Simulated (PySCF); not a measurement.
## Computed properties of ZnI2, SMILES [I][Zn][I]

ZnI₂, SMILES [I][Zn][I]. The structure is a stationary point at B3LYP-D3(BJ)/def2-SVP. The isomer is the one that the SMILES or the coordinates give; other isomers of the formula were not compared. The def2 effective core potentials stand for the cores of I; spin–orbit coupling is left out. The values are those of a single conformer. All values are computed for the isolated molecule unless a solvent is named; none is compared with measurement here.

**Structure.** The optimised structure has D∞h symmetry. All 4 harmonic modes at B3LYP-D3(BJ)/def2-SVP (PySCF) are real, so it is a minimum. With heavy atoms numbered as in [Zn:1]([I:2])[I:3], the shortest bond between them is Zn1–I2 at 2.441 Å and the longest Zn1–I3 at 2.441 Å.

**Vibrations.** The strongest infrared lines (harmonic, unscaled, degenerate partners summed) lie at 330 cm⁻¹ (57 km/mol, Zn 80 %, I 20 %), 63 cm⁻¹ (8 km/mol, Zn 80 %, I 20 %). The softest mode is at 63 cm⁻¹ and the zero-point energy is 0.9 kcal/mol.

**Electronic structure.** r2SCAN/def2-TZVPD (PySCF) places the frontier levels at -7.02 and -2.63 eV, a gap of 4.39 eV, and gives a dipole moment of 0.00 D and a mean polarisability of 101.4 bohr³.

**Excitations.** TDDFT-M06-2X/def2-SVPD (PySCF) has S1 at 4.71 eV (263 nm, f = 0.000, dark); the most intense of the 10 singlets computed lies at 5.10 eV (f = 0.07). Strengths of degenerate partners are summed. T1 (TDA) is at 4.46 eV. No vertical singlet excitation falls in the visible range (under 3.1 eV).
